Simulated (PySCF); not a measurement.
# Assigning NMR signals

Atoms are numbered as in `[F:1][CH:2]([F:3])[O:4][C:5]1=[CH:6][SiH2:7][CH:8]=[CH:9]1` (H(Xn): hydrogen on atom n).

[PySCF 2.14.0 with density-fitted response routines: shieldings: GIAO PBE0/pcSseg-1; coordinates at the GFN2-xTB level; no solvent model; relativity neglected; a single conformation; equivalent nuclei averaged]

δ = σ(ref) − σ, references computed at the same level: 13C (186.93 ppm), 1H (31.72 ppm) vs TMS.

Question: Assign these signals to the numbered atoms. 13C{1H} NMR (computed): δ 171.4, 154.4, 138.4, 122.4, 95.9.

Answer: 
| δ (ppm) | atoms | environment | reason |
| --- | --- | --- | --- |
| 171.4 | C5 | alkene carbon bearing oxygen | an sp2 carbon further deshielded by the attached heteroatom |
| 154.4 | C9 | alkene CH | the olefinic region |
| 138.4 | C8 | alkene CH | – |
| 122.4 | C2 | sp3 CH bonded to 2 F and O | 3 electronegative neighbours deshield it |
| 95.9 | C6 | β carbon of an enol-ether or enamine type C=C | the O or N lone pair pushes π density onto this β carbon and shields it |

Question: Assign these signals to the numbered atoms. 1H NMR (500 MHz, computed): δ 7.13 (d, 1H), 6.80 (m, 1H), 6.52 (m, 1H), 4.77 (m, 2H), 4.67 (m, 1H).

Answer: 
| δ (ppm) | atoms | environment | reason |
| --- | --- | --- | --- |
| 7.13 | H(C9) | hydrogen on an alkene CH | attached to an sp2 carbon and in the plane of the double bond |
| 6.80 | H(C2) | hydrogen on an sp3 CH bonded to 2 F and O | its carbon carries F and O, which withdraws density |
| 6.52 | H(C8) | hydrogen on an alkene CH | olefinic region |
| 4.77 | H(Si7) | hydrogen on a silicon bonded to 2 C, in a 5-membered ring | – |
| 4.67 | H(C6) | hydrogen on a β carbon of an enol-ether or enamine type C=C | lone-pair donation from O or N shields it, upfield of ordinary alkene protons |

H(Si7) and H(C6) lie closer than the usual error of such a calculation, so a measured spectrum could show them in the other order.

Splittings by 19F in the carbon and heteronuclear signals aren't shown, as no couplings were computed. Shifts are as computed. Against solution values, carbons near 30 ppm lie about +3 ppm off and those near 130 ppm about +5 ppm. Of 1211 compounds with measured shifts, 218 miss one by over three times the rms of a fit or turn the order of signals round; such compounds aren't used in these exercises. No couplings were computed; multiplicities are counted from neighbouring protons, with m where these are inequivalent, close in shift, in a saturated or five-membered ring or joined by F or P, and br s for small geminal =CH2 splittings.
